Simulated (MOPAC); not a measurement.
MOPAC input (MNDO):

```
MNDO 1SCF GEO-OK AUX(PRECISION=9) THREADS=1
IK

K    -0.00000000 1   -0.00000000 1   -2.27610594 1
I     0.00000000 1    0.00000000 1    0.81596251 1
```

From the last part of the output:

```
                                                       MOPAC v23.2.5 Linux

          FINAL HEAT OF FORMATION =        -17.84964 KCAL/MOL =     -74.68288 KJ/MOL

          COSMO AREA              =        155.29 SQUARE ANGSTROMS
          COSMO VOLUME            =        171.70 CUBIC ANGSTROMS

          IONIZATION POTENTIAL    =          7.403903 EV
          HOMO LUMO ENERGIES (EV) =         -7.404  0.249
          NO. OF FILLED LEVELS    =          4
          MOLECULAR WEIGHT        =        166.0028         POINT GROUP:  C*v

          MOLECULAR DIMENSIONS (Angstroms)

            Atom       Atom       Distance
            I     2    K     1     3.09207
            I     2    K     1     0.00000
            K     1    I     2     0.00000

          SCF CALCULATIONS        =          1

   ATOM   CHEMICAL          X               Y               Z
  NUMBER   SYMBOL      (ANGSTROMS)     (ANGSTROMS)     (ANGSTROMS)

     1       K         -0.00000000  *  -0.00000000  *  -2.27610594  *
     2       I          0.00000000  *   0.00000000  *   0.81596251  *

                             CARTESIAN COORDINATES

   1    K       -0.000000000    -0.000000000    -2.276105940
   2    I        0.000000000     0.000000000     0.815962510

           Empirical Formula: K I  =     2 atoms

      MOLECULAR POINT GROUP   :   C*v

                  EIGENVALUES
 -21.44535  -7.74555  -7.40390  -7.40390   0.24868   0.67999   0.67999   2.30664

              NET ATOMIC CHARGES AND DIPOLE CONTRIBUTIONS

  ATOM NO.   TYPE          CHARGE      No. of ELECS.   s-Pop       p-Pop
    1          K           0.504845        0.4952     0.06648     0.42867
    2          I          -0.504845        7.5048     1.94722     5.55762
 DIPOLE           X         Y         Z       TOTAL
 POINT-CHG.     0.000     0.000    -7.498     7.498
 HYBRID        -0.000    -0.000    -2.885     2.885
 SUM           -0.000    -0.000   -10.383    10.383

          ATOMIC ORBITAL ELECTRON POPULATIONS

     Atom    s        px        py        pz
    1  K   0.06648   0.06340   0.06340   0.30187
    2  I   1.94722   1.93660   1.93660   1.68443

 **********************
 *                    *
 * JOB ENDED NORMALLY *
 *                    *
 **********************

 == MOPAC DONE ==
```
